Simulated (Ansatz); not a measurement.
A made-up structure of SiHIO, closed shell:

```tsv
atom	x (Å)	y (Å)	z (Å)
O1	-1.6168	-0.3416	0.4250
Si2	-0.2432	0.0867	-0.0412
I3	1.8210	-0.9733	0.5555
H4	3.0370	-2.1250	0.8469
```

It is relaxed with PBE-D4/def2-SVP and then PBE0-D4/def2-TZVP (Ansatz 0.2.0). Atoms count as bonded within 1.22 times the sum of their covalent radii (H–H: 0.88 Å). The end point is not checked to be a true minimum.

(1) Does its bonding change? (Judge from chemistry; the calculation decides.)

Results:

(1) By the calculation: Yes. Formed: none; broken: Si2–I3.

Where it ends: The first stage lowers the energy by 1.31 eV in 42 steps. It ends as a complex of SiO + HI:
```
4
angstrom
O -0.1702 -0.5056 0.3498
Si -1.5698 0.0370 0.1840
I 3.1303 -1.7212 0.7081
H 1.6077 -1.1633 0.5444
```

For scale, one of the runs: PBE0-D4/def2-TZVP relaxation, 124 basis functions, launched by `ansatz run in.yaml --threads 2 --pin off --events-out ev --progress --plain --max-ram 4352MiB`. Hardware: 2 CPU threads of an Arm Neoverse V2, shared host. Wall time about 38 s.
